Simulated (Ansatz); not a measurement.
Zn₃O₆H₆⁺, a hydroxylated oxide cluster. The state is a doublet with charge 1. Geometry r2SCAN-D4/def2-SVP, that of the neutral singlet.

```xyz
15

Zn    0.931   -0.616    2.698
Zn   -0.023    0.058    0.022
Zn   -0.906    0.720   -2.679
O    -0.223    0.664    1.856
O    -1.468   -0.388   -1.208
O     1.471   -0.906    4.383
O     1.099   -1.277    0.897
O    -1.338    1.204   -4.351
O     0.513    1.182   -1.472
H    -0.808    1.310    2.261
H    -2.042   -1.159   -1.219
H     2.050   -1.675    4.451
H     1.788   -1.835    0.526
H    -2.152    0.782   -4.651
H     1.105    1.938   -1.513
```

B3LYP takes the VWN-RPA correlation. At PBE-D4/def2-TZVP the gap within one spin of the charge 1 doublet nearly closes, so an electron or hole may be smeared out by delocalisation error.

Question: Estimate the α-spin orbital energies around the gap (eV) in Ansatz with PBE-D4/def2-TZVP, B3LYP-D4/def2-TZVP, PBE0-D4/def2-TZVP.

Answer: 
```json
{"orbital": "HOMO−5", "PBE-D4/def2-TZVP": "-11.81", "B3LYP-D4/def2-TZVP": "-13.27", "PBE0-D4/def2-TZVP": "-13.47"}
{"orbital": "HOMO−4", "PBE-D4/def2-TZVP": "-11.59", "B3LYP-D4/def2-TZVP": "-13.06", "PBE0-D4/def2-TZVP": "-13.31"}
{"orbital": "HOMO−3", "PBE-D4/def2-TZVP": "-11.32", "B3LYP-D4/def2-TZVP": "-12.47", "PBE0-D4/def2-TZVP": "-12.65"}
{"orbital": "HOMO−2", "PBE-D4/def2-TZVP": "-11.25", "B3LYP-D4/def2-TZVP": "-12.44", "PBE0-D4/def2-TZVP": "-12.63"}
{"orbital": "HOMO−1", "PBE-D4/def2-TZVP": "-11.24", "B3LYP-D4/def2-TZVP": "-12.42", "PBE0-D4/def2-TZVP": "-12.60"}
{"orbital": "HOMO", "PBE-D4/def2-TZVP": "-11.19", "B3LYP-D4/def2-TZVP": "-12.39", "PBE0-D4/def2-TZVP": "-12.57"}
{"orbital": "LUMO", "PBE-D4/def2-TZVP": "-5.91", "B3LYP-D4/def2-TZVP": "-5.24", "PBE0-D4/def2-TZVP": "-4.84"}
{"orbital": "LUMO+1", "PBE-D4/def2-TZVP": "-5.21", "B3LYP-D4/def2-TZVP": "-4.62", "PBE0-D4/def2-TZVP": "-4.24"}
{"orbital": "LUMO+2", "PBE-D4/def2-TZVP": "-3.84", "B3LYP-D4/def2-TZVP": "-3.25", "PBE0-D4/def2-TZVP": "-2.89"}
{"orbital": "LUMO+3", "PBE-D4/def2-TZVP": "-3.73", "B3LYP-D4/def2-TZVP": "-3.19", "PBE0-D4/def2-TZVP": "-2.84"}
{"orbital": "LUMO+4", "PBE-D4/def2-TZVP": "-3.68", "B3LYP-D4/def2-TZVP": "-3.10", "PBE0-D4/def2-TZVP": "-2.73"}
{"orbital": "LUMO+5", "PBE-D4/def2-TZVP": "-3.43", "B3LYP-D4/def2-TZVP": "-2.88", "PBE0-D4/def2-TZVP": "-2.51"}
{"orbital": "β HOMO", "PBE-D4/def2-TZVP": "-10.80", "B3LYP-D4/def2-TZVP": "-11.36", "PBE0-D4/def2-TZVP": "-11.31"}
{"orbital": "β LUMO", "PBE-D4/def2-TZVP": "-10.79", "B3LYP-D4/def2-TZVP": "-10.99", "PBE0-D4/def2-TZVP": "-10.88"}
```
